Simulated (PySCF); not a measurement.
CH3F3OSi, SMILES OC[Si](F)(F)F. Atoms are numbered in the order given.

```xyz
9

O     -2.2634     0.3495    -0.0358
C     -1.3389    -0.6993     0.1375
Si     0.4056    -0.0737    -0.0228
F      0.8327     0.2708    -1.5272
F      1.4909    -1.1032     0.5554
F      0.5170     1.2888     0.8248
H     -2.1082     1.0078     0.6510
H     -1.4603    -1.2370     1.0999
H     -1.5335    -1.4475    -0.6480
```

Geometry optimised at PBE0-D3(BJ)/def2-SVP. The values are those of a single conformer.

The numbers are results of PBE/def2-TZVP (PySCF), not measurements.

ESP charges are fitted to the potential on shells at 1.4 to 2.0 van der Waals radii. Atomic charges (e):

| atom | Mulliken | ESP fit |
|---|---|---|
| O1 | -0.39 | -0.49 |
| C2 | -0.18 | -0.14 |
| Si3 | 0.81 | 0.71 |
| F4 | -0.26 | -0.22 |
| F5 | -0.27 | -0.24 |
| F6 | -0.27 | -0.23 |
| H7 | 0.31 | 0.39 |
| H8 | 0.12 | 0.09 |
| H9 | 0.13 | 0.15 |

Computed Mayer and Wiberg (Löwdin basis) orders of the bonds:
```
bond    Mayer  Wiberg
------  -----  ------
O1–C2    1.03    1.63
C2–Si3   1.03    1.11
Si3–F4   1.18    1.76
Si3–F5   1.18    1.75
Si3–F6   1.15    1.72
O1–H7    0.89    1.02
C2–H8    0.91    0.87
C2–H9    0.93    0.87
```
